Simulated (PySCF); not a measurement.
An equivalent PySCF input for Tc+ (technetium, charge +1), [Kr] 4d5 5s1, high-spin 7S determinant, with scalar relativity through the core potential:

```python
from pyscf import gto, scf, dft, mp, cc
import basis_set_exchange as bse
txt = bse.get_basis("aug-cc-pwCVDZ-PP", elements=["Tc"], fmt="nwchem", header=False)
cut = txt.index("\nECP")
mol = gto.M(atom="Tc 0 0 0", charge=1, spin=6, symmetry="D2h",
            basis=gto.basis.parse(txt[:cut]),
            ecp={"Tc": gto.basis.parse_ecp(txt[cut:])})
mf = dft.UKS(mol, xc="MN15")
mf.irrep_nelec = {'Ag': (4, 1), 'B1g': (1, 0), 'B2g': (1, 0), 'B3g': (1, 0), 'B1u': (1, 1), 'B2u': (1, 1), 'B3u': (1, 1)}
mf.kernel()
```

It reaches the same state as the run whose output follows, with an energy that differs only through the grid. The run itself started from symmetry-adapted Hartree-Fock orbitals and held the occupation by maximum overlap, on a logarithmic radial grid, so the iterations belong to that start.

```
SCF conv_tol = 1e-09
number electrons alpha = 10  beta = 4
XC functionals = MN15
    H. S. Yu, X. He, S. L. Li, and D. G. Truhlar.,  Chem. Sci. 7, 5032-5051 (2016)
    H. S. Yu, X. He, S. L. Li, and D. G. Truhlar.,  Chem. Sci. 7, 5032-5051 (2016)
cycle= 1 E= -80.0014792074773  delta_E= -0.00485  |g|= 0.0591  |ddm|= 0.279
cycle= 2 E= -80.0020991936194  delta_E= -0.00062  |g|= 0.0398  |ddm|= 0.231
cycle= 3 E= -80.0025376739979  delta_E= -0.000438  |g|= 0.00142  |ddm|= 0.0829
cycle= 4 E= -80.0025414242776  delta_E= -3.75e-06  |g|= 0.000112  |ddm|= 0.0116
cycle= 5 E= -80.0025414423424  delta_E= -1.81e-08  |g|= 1.19e-05  |ddm|= 0.000963
cycle= 6 E= -80.0025414424001  delta_E= -5.77e-11  |g|= 6.01e-07  |ddm|= 3.83e-05
converged SCF energy = -80.0025414424001  <S^2> = 12.001619  2S+1 = 7.0004625
```

Energies and moments cover only the electrons outside the core potential.
